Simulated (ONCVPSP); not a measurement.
## Cutoff test, Pt, ONCV

```json
{
 "Element": "platinum (Pt)",
 "Generator": "ONCVPSP 4.0.1",
 "Type": "optimised norm-conserving Vanderbilt (ONCV)",
 "Functional": "PBE",
 "Relativity": "scalar-relativistic",
 "Frozen core": "[Kr] 4d10 4f14",
 "Valence charge": "18",
 "Reference configuration": "5s2 5p6 5d9 6s0.75 (charge +0.25)",
 "Partial waves": "5s+6s: rc 1.35 bohr, ncon 4, nbas 9, qcut 7.5 1/bohr, 2 projectors; 5p: rc 1.50 bohr, ncon 4, nbas 9, qcut 10 1/bohr, 2 projectors, debl 2.3 Ha; 5d: rc 1.15 bohr, ncon 4, nbas 8, qcut 7.7 1/bohr, local; f scattering state at 0.21 Ha: rc 1.15 bohr, ncon 4, nbas 8, qcut 9.9 1/bohr, 1 projector",
 "Local potential": "the d channel",
 "Core correction": "polynomial model core, fcfact 0.6"
}
```

For each optimised wave give the share of its norm inside rc, the residual kinetic energy above qcut (Ha) and the cutoffs (Ha) for errors of 10, 1, 0.1 and 0.01 mHa per electron.

```csv
wave,norm inside rc,residual KE,10 mHa,1 mHa,0.1 mHa,0.01 mHa
5s,0.897,2.9e-04,20.4,25.3,59.8,131.9
6s,0.043,1.2e-04,16.8,23.4,29.1,70.0
5p,0.858,2.2e-07,24.1,32.7,38.8,43.4
p projector 2,0.060,1.7e-07,11.2,29.0,36.8,42.4
5d,0.241,1.0e-04,14.4,18.5,29.7,83.3
f projector 1,0.000,4.0e-05,0.9,7.7,42.0,124.2
```

The occupied waves need 33 Ha and 60 Ha for 1 and 0.1 mHa. Rows with under 1 % of the norm inside rc give no meaningful cutoff. Note: ghosts flagged at negative energy: f at -237.8 eV; no localised positive-energy state flagged. A true bound ghost makes a file unfit for plane-wave use.
